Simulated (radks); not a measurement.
Q: The table gives one normalised radial function P(r) = r R(r) of Br34+ in 1s1 (r in bohr). All-electron calculation, non-relativistic Kohn-Sham, PBE, spin-polarised, spherical densities, point nucleus; open shells are filled with parallel spins first. Program: a radial shooting solver on a logarithmic mesh with Libxc functionals.

r	P
0.00144	0.5673
0.001676	0.6550
0.001952	0.7552
0.002272	0.8694
0.002645	0.9990
0.003055	1.1373
0.003556	1.3009
0.00414	1.4838
0.004819	1.6867
0.00561	1.9099
0.006531	2.1528
0.007604	2.4138
0.008852	2.6898
0.01031	2.9759
0.0119	3.2498
0.01385	3.5330
0.01613	3.7979
0.01878	4.0296
0.02186	4.2110
0.02545	4.3232
0.02963	4.3480
0.03449	4.2692
0.04015	4.0766
0.04637	3.7873
0.05398	3.3783
0.06284	2.8850
0.07316	2.3420
0.08517	1.7923
0.09915	1.2807
0.1154	0.8448
0.1344	0.5077
0.1564	0.2738

Which n and l does it have? It may be an empty orbital.

A: n = 1, l = 0: the number of nodes gives n - l - 1 = 0, the rise at small r (about r^(l+1)) gives l, and the extent must fit the shell. The curve is that of 1s up; the table hardly tells the two spins apart. 1s up: eigenvalue -16443.5 eV, 0 radial nodes, <r> = 0.0429 bohr, 90 % of the charge inside 0.0761 bohr.
